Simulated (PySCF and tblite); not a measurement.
Results of a calculation; reference values are marked as such.
System: C6H9NS, numbered as in [CH3:1][C:2](=[S:3])[N:4]([CH3:5])[C:6]1=[CH:7][CH2:8]1.

Geometries: GFN2-xTB; energies: BHandHLYP/pcSseg-1 + D3(BJ); zero-point and thermal terms from GFN2-xTB harmonic modes (soft modes blended into free rotors). Rates follow Eyring's equation with the number of equivalent paths and no tunnelling. (PySCF 2.14 with density fitting, tblite 0.8.)

Q: What barrier does the rotation about the C6–N4 bond (torsion C7–C6–N4–C2 from 0° to 180°, rising) meet, and how fast is it at 298 K?

A: The electronic barrier is 8.0 kcal/mol and ΔG‡(298 K) 7.4 kcal/mol, over a C1 saddle with an imaginary mode of 109i cm⁻¹ (GFN2-xTB). With 2 equivalent paths, k is 4.6×10⁷ s⁻¹, a mean lifetime of the start of 22 ns against this motion. The end lies 0.8 kcal/mol above the start in free energy.
